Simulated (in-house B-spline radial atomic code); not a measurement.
Cd. Computed with a B-spline radial atomic code. Model: non-relativistic spherical atom: semilocal Troullier-Martins pseudo-atom, one channel per l, against all electrons, high spin, G0W0 and RPA with empty states to l = 8, local potential for every l without a channel, a model core (radius 0 = none) keeps its share of the functional.

Without relativity these are model numbers for so heavy an element.

What the tables leave out is listed at the end.

The pseudopotential gives back the lowest level of each angular momentum of its own functional in the configuration it was made in; a second state of the same l is only approximately right. Exact exchange, RPA and GW see the smooth pseudo-orbitals and miss the exchange with the core, for which the functional's share stands in. The column with an uncorrelated core keeps all orbitals and exact exchange, and so separates missing core correlation from pseudisation. Only the three outermost levels and the lowest empty one were computed. RPA here is direct RPA, with no exchange kernel, and its energies carry an (l + 1/2)⁻⁴ tail. A hybrid on a potential with a model core restores only its own semilocal share of the core's exchange.

Command:
```bash
python run_psgw.py task.json out
```
Settings (lengths in bohr, energies in hartree):
```
Z                      48
electrons              48
configuration          [Kr] 4d10 5s2
generated_in           [Kr] 4d10 5s2
functional             lda,vwn
core_shells            7
radius_factor          1.15
core_correction        False
ion_configuration      [Kr] 4d10 5s1
```

Run time, properties included: 36 s on 1 thread of Intel(R) Xeon(R) 6975P-C (Granite Rapids), on a shared host.

Given: made with LDA VWN5; model core radius 0 bohr; local radius 1.263 bohr; mean-field start LDA VWN5.

Valence shells of the generating configuration: 4p, 4d, 5s.

Channel: s 2.795, p 0.993, d 1.118 (radii in bohr).

Computed: largest level miss in the spin-unpolarised generating configuration 0 eV; valence RPA correlation energy all-electron orbitals -1.1602 hartree; valence RPA correlation energy pseudo -1.3051 hartree; all-electron RPA polarisability, core included 41.746 bohr³; ionisation by mean-field all-electron 8.8546 eV; ionisation by RPA all-electron 8.837 eV; ionisation by RPA pseudo minus all 0.701 eV.

```json
{"level": "5s", "occupied": "1", "mean-field all-electron (eV)": "-5.5573", "mean-field pseudo minus all (eV)": "0", "G0W0 all-electron (eV)": "-8.5745", "G0W0 uncorrelated core minus all (eV)": "-0.014", "G0W0 pseudo minus all (eV)": "-0.708", "exchange self-energy all-electron (eV)": "-11.184", "exchange self-energy pseudo (eV)": "-11.623"}
```

Question: What is the pseudo-atom RPA polarisability?

Answer: 41.794 bohr³.

Question: What is the ionisation by mean-field pseudo minus all?

Answer: 0.004 eV.

Given: mean-field start PBE0.

Computed: valence RPA correlation energy all-electron orbitals -1.0936 hartree; valence RPA correlation energy pseudo -1.2437 hartree; pseudo-atom RPA polarisability 36.272 bohr³; ionisation by mean-field all-electron 8.2504 eV; ionisation by mean-field pseudo minus all 0.273 eV; ionisation by RPA pseudo minus all 0.732 eV.

```tsv
level	occupied	mean-field all-electron (eV)	mean-field pseudo minus all (eV)	G0W0 all-electron (eV)	G0W0 uncorrelated core minus all (eV)	G0W0 pseudo minus all (eV)	exchange self-energy all-electron (eV)	exchange self-energy pseudo (eV)
5s	1	-5.9494	-0.204	-8.536	-0.011	-0.761	-10.783	-11.891
```

Question: What is the all-electron RPA polarisability, core included?

Answer: 39.588 bohr³.

Question: What is the ionisation by RPA all-electron?

Answer: 8.6607 eV.

Given: mean-field start Hartree-Fock.

Computed: valence RPA correlation energy pseudo -1.1025 hartree; all-electron RPA polarisability, core included 34.711 bohr³; pseudo-atom RPA polarisability 23.364 bohr³; ionisation by mean-field all-electron 6.9121 eV; ionisation by mean-field pseudo minus all 1.137 eV; ionisation by RPA pseudo minus all 0.862 eV.

| level | occupied | mean-field all-electron (eV) | mean-field pseudo minus all (eV) | G0W0 all-electron (eV) | G0W0 uncorrelated core minus all (eV) | G0W0 pseudo minus all (eV) | exchange self-energy all-electron (eV) | exchange self-energy pseudo (eV) |
| --- | --- | --- | --- | --- | --- | --- | --- | --- |
| 5s | 1 | -7.2071 | -1.241 | -8.4486 | -0.007 | -0.723 | -9.8946 | -13.401 |

Question: What is the ionisation by RPA all-electron?

Answer: 8.2428 eV.

Question: What is the valence RPA correlation energy all-electron orbitals?

Answer: -0.94668 hartree.

Among the listed levels the largest G0W0 shift of the pseudo-atom is -0.76 eV, for 5s on the PBE0 start, while leaving the core uncorrelated moves that level by -0.01 eV. So pseudisation and the lost core exchange, not the missing core correlation, make the error. Not in the tables (levels of low weight, unsolved or above zero; the highest and the empty levels are kept at any weight): on LDA the G0W0 levels 4d (pseudo minus all +0.32 eV, weights 0.53 and 0.02), 4p (pseudo minus all +0.48 eV, weights 0.25 and 0.04), 5p (pseudo minus all +0.04 eV, weights 0.90 and 0.90); on PBE0 the G0W0 levels 4d (pseudo minus all +0.73 eV, weights 0.64 and 0.41), 4p (pseudo minus all +0.56 eV, weights 0.02 and 0.06), 5p (pseudo minus all +0.12 eV, weights 0.94 and 0.93); on Hartree-Fock the G0W0 levels 4d (pseudo minus all +2.03 eV, weights 0.91 and 0.59), 4p (pseudo minus all +2.94 eV, weights 0.00 and 0.34).
